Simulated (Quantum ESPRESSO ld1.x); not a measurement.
Spin polarisation of the 3d4 shell in the vanadium ion V+. Start: [Ar] 3d(up 2, down 2); electrons of 3d are moved from spin down to spin up, other shells keep equal spins. Method: scalar-relativistic Kohn-Sham, LDA (Slater exchange, Perdew-Zunger correlation), spin-polarised, spherical densities, point nucleus; computed with ld1.x of Quantum ESPRESSO 7.5.

moment (Bohr magnetons)  E - E(0) (eV)  e(3d up) (eV)  e(3d down) (eV)  3p down minus up (eV)  3s down minus up (eV)  2p down minus up (eV)
0                                0.000         -9.261           -9.261                  0.000                  0.000                  0.000
1                               -0.168         -9.561           -8.890                  0.773                  0.788                  0.237
2                               -0.671         -9.790           -8.446                  1.543                  1.572                  0.471
3                               -1.513         -9.944           -7.919                  2.308                  2.347                  0.699
4                               -2.703        -10.024           -7.269                  3.067                  3.111                  0.918

At moment 4 the spin-polarisation energy is -2.703 eV and the 3d exchange splitting 2.755 eV, that is 0.689 eV per Bohr magneton; E = -I m^2/4 would give I = 0.676 eV.
